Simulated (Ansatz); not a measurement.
Isolated molecules relaxed with PBE0-D4/def2-TZVP in Ansatz; ΔE leaves out vibrations. CCSD(T)/CBS is the MP2 limit (def2-TZVPP, def2-QZVPP) plus CCSD(T) − MP2 in def2-TZVPP, frozen cores. This one scheme is used for every species. One conformer a species, not always the lowest.

`NC(O)N[SiH3]` + H₂ → `NCN[SiH3]` + H₂O  (hydrogenolysis of a C–O bond)

```tsv
level	ΔE (eV)
HF/CBS(def2)	-0.71
MP2/CBS(def2)	-0.63
```

(1) What does CCSD(T)/CBS give? (Estimate.)

Largest T1 diagnostic among the species: 0.011.

Answers

(1) Ansatz gave: -0.62 eV. The listed levels differ from it by -0.09, -0.01 eV.

In def2-TZVPP, CCSD(T) changes the Hartree–Fock value by +0.13 eV (the triples alone add +0.05 eV) and MP2 by +0.11 eV. From PBE to PBE0 (25 % exact exchange), in def2-TZVPP and without D4, ΔE moves by −0.05 eV.
